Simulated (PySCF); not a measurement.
## Deuteron quadrupole couplings in `[H]/P=C(/C)[SiH3]`

Species: C2H7PSi.
Z-matrix (Å and degrees, GFN2-xTB geometry), rows numbered from 1:
```
C 
C   1  1.4992
Si  2  1.8894  1  115.86
P   2  1.6840  1  118.15  3  -179.51
H   1  1.0896  2  111.91  3   179.17
H   1  1.0910  2  110.21  3    58.10
H   1  1.0909  2  110.22  3   -59.96
H   3  1.4660  2  108.26  1   -64.27
H   3  1.4656  2  108.37  1    54.63
H   3  1.4631  2  109.65  1   175.21
H   4  1.4053  2   97.49  1   179.83
```

Level: PBE0/pcSseg-1 (PySCF, non-relativistic); Q(2H) = 0.00286 b; rigid geometry, the same for H and D, with no vibrational averaging.

Question: Rank these positions by the coupling χzz of a deuteron there, largest first.
A. H11 (P–H hydrogen)
B. H7 (methyl hydrogen)
C. H10 (Si–H hydrogen)

Answer: B (207 kHz), A (126 kHz), C (109 kHz).

Q: What are Vzz, η and χzz (234.96 MHz × Q × Vzz) at all hydrogens?

A: 
```tsv
atom	bonded to	bond length (Å)	Vzz (au)	η	χzz (kHz)
H5	C1	1.090	0.3073	0.04	206
H6	C1	1.091	0.3080	0.03	207
H7	C1	1.091	0.3082	0.03	207
H8	Si3	1.466	0.1610	0.02	108
H9	Si3	1.466	0.1610	0.02	108
H10	Si3	1.463	0.1622	0.02	109
H11	P4	1.405	0.1878	0.03	126
```

Q: Average by the element that carries the hydrogen.

A: on C: 207 kHz over 3 positions, mean bond length 1.090 Å; on Si: 108 kHz over 3 positions, mean bond length 1.465 Å; on P: 126 kHz over 1 position, mean bond length 1.405 Å.

Q: A static deuteron (I = 1) shows a doublet split by (3/2)χ, (3/4)χ(1 + η) and (3/4)χ(1 − η) with the field along z, y and x of the gradient. What are these for H6?

A: With |χ| = 207.0 kHz and η = 0.032: 310, 160 and 150 kHz, to first order and without motion.

Geometry: GFN2-xTB; no solvent, vibrations or thermal averaging. GFN2-xTB bond lengths can be off by several hundredths of an ångström, more for odd bonds, and the gradients follow them. With so small a basis the couplings can be 20 % off.

These values come from a run that also computed NMR shieldings. Hardware: Arm Neoverse N1, one thread, shared host. Cost: 15 s wall, 0.52 GiB resident at most.
